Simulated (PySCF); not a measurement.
Polarisability and C₆ of Mg (magnesium, neutral)

[Ne] 3s2, closed-shell 1S. Computed with PySCF 2.14 in aug-cc-pCVTZ (8s7p5d3f, 75 functions), with the non-relativistic Hamiltonian (point nucleus). Coupled (time-dependent) response in atomic units; α is the mean over directions.

```
 method  mean α (bohr³)  C₆ (like pair)  S(−4)
    UHF           81.53           765.5   3561
    PBE           74.26           662.9   2997
   PBE0           75.22           677.8   3046
wB97X-V           76.07           690.5   3093
r2SCANh           75.45           706.8   2830
```

S(−4) is the Cauchy moment in α(ω) = α(0) + S(−4) ω² + …

Reference α: 71.2 ± 0.4 bohr³ (recommended; Schwerdtfeger and Nagle, table of static dipole polarizabilities (2023 update)). Published C₆: 626.0 (Chu and Dalgarno (2004); Tang, Norbeck and Certain (1976)).

Hartree-Fock lies above the reference because it lacks correlation, which contracts the outer shell.

α(iu) at PBE0:

```json
{"u (hartree)": "0", "α(iu) (bohr³)": "75.22"}
{"u (hartree)": "0.0500", "α(iu) (bohr³)": "68.32"}
{"u (hartree)": "0.100", "α(iu) (bohr³)": "53.68"}
{"u (hartree)": "0.200", "α(iu) (bohr³)": "29.18"}
{"u (hartree)": "0.300", "α(iu) (bohr³)": "16.80"}
{"u (hartree)": "0.500", "α(iu) (bohr³)": "7.359"}
{"u (hartree)": "0.750", "α(iu) (bohr³)": "3.693"}
{"u (hartree)": "1.00", "α(iu) (bohr³)": "2.288"}
{"u (hartree)": "1.50", "α(iu) (bohr³)": "1.214"}
{"u (hartree)": "2.00", "α(iu) (bohr³)": "0.8004"}
{"u (hartree)": "3.00", "α(iu) (bohr³)": "0.4599"}
{"u (hartree)": "5.00", "α(iu) (bohr³)": "0.2304"}
```

A single London oscillator, α(iu) = α/(1 + u²/ω²), gives C₆ = (3/4) ω α². Matching the computed C₆ needs ω = 4 × 677.8 / (3 × 75.22²) = 0.160 hartree.
